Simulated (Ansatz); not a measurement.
`[OH][Al][O][SiH3]` radical. The species carries charge 0 and has multiplicity 2.

```xyz
8

O     0.296    1.797    2.123
Al    0.114    0.148    1.752
O    -0.016   -0.291    0.135
Si   -0.159   -0.816   -1.396
H     0.374    2.109    3.024
H    -0.803   -2.156   -1.424
H    -0.990    0.129   -2.188
H     1.184   -0.920   -2.026
```

Problem. Give the diagnostics of a CCSD(T)/def2-TZVPP run (frozen core, Ansatz). (Estimate.)

Solution. The calculation gave: T1 = 0.0149, largest single amplitude 0.031, largest double 0.024, (T) share of the correlation energy 3.3 %, 10 CCSD cycles. ⟨S²⟩ of the UHF reference is 0.752 against 0.75 for a pure state. T1 lies under the customary mark of 0.045 for open shells.
